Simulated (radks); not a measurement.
Results of a calculation; reference values are marked as such.
Zn II, configuration [Ar] 3d10 4s1. Level of theory: scalar-relativistic Kohn-Sham, LDA (Slater exchange, Perdew-Wang correlation), spin-polarised, spherical densities, point nucleus; open shells are filled with parallel spins first (a radial shooting solver on a logarithmic mesh with Libxc functionals). Some entries of the table are withheld. Estimate them.

orbital,occ.,eigenvalue (eV),<r> (bohr),<r^2> (bohr^2)
1s up,1,-9516.963,0.05038,0.003415
1s down,1,-9516.908,0.05038,0.003415
2s up,1,-1165.698,0.2266,0.06059
2s down,1,-1165.696,0.2266,0.06059
2p up,3,-1012.999,0.1985,0.04830
2p down,3,-1012.989,0.1985,0.04830
3s up,1,-138.3361,0.6828,0.5394
3s down,1,-138.3087,0.6825,0.5387
3p up,3,(1),(2),0.6048
3p down,3,(3),(4),0.6030
3d up,5,-20.1636,0.9034,1.095
3d down,5,-19.9628,0.8910,1.059
4s up,1,-14.7831,2.369,6.439
4s down,0,-13.7016,2.388,6.578

Answer. 
(1) 3p up eigenvalue (eV): -92.9945
(2) 3p up <r> (bohr): 0.7149
(3) 3p down eigenvalue (eV): -92.9464
(4) 3p down <r> (bohr): 0.7140
